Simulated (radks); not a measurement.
Question: A nucleus of charge 66.2 with 66 electrons, configuration [Xe] 4f10 6s2. Calculated with a radial shooting solver on a logarithmic mesh with Libxc functionals: scalar-relativistic Kohn-Sham, r2SCAN, spin-unpolarised, spherical densities, finite nucleus; meta-GGA in the generalised Kohn-Sham scheme; Fermi nuclear charge, rms radius 5.2218 fm. Some entries of the table are withheld. Estimate them.

| orbital | occ. | eigenvalue (eV) | <r^2> (bohr^2) | <r> (bohr) |
|---|---|---|---|---|
| 1s | 2 | -54097.26 | 0.0006053 | (1) |
| 2s | 2 | -9041.611 | 0.009446 | 0.08941 |
| 2p | 6 | -8017.245 | 0.007656 | 0.07918 |
| 3s | 2 | -2024.782 | 0.06218 | 0.2332 |
| 3p | 6 | -1708.985 | (2) | 0.2322 |
| 3d | 10 | -1303.809 | 0.05241 | 0.2113 |
| 4s | 2 | -407.1244 | 0.3143 | 0.5278 |
| 4p | 6 | -302.6503 | 0.3556 | 0.5591 |
| 4d | 10 | -159.9921 | 0.4277 | 0.6070 |
| 5s | 2 | -53.0607 | 1.890 | 1.296 |
| 5p | 6 | -28.5902 | 2.657 | 1.527 |
| 4f | 10 | -5.6699 | 1.008 | 0.8566 |
| 6s | 2 | -5.0335 | 18.04 | 3.995 |

Answer: 
(1) 1s <r> (bohr): 0.02104
(2) 3p <r^2> (bohr^2): 0.06253
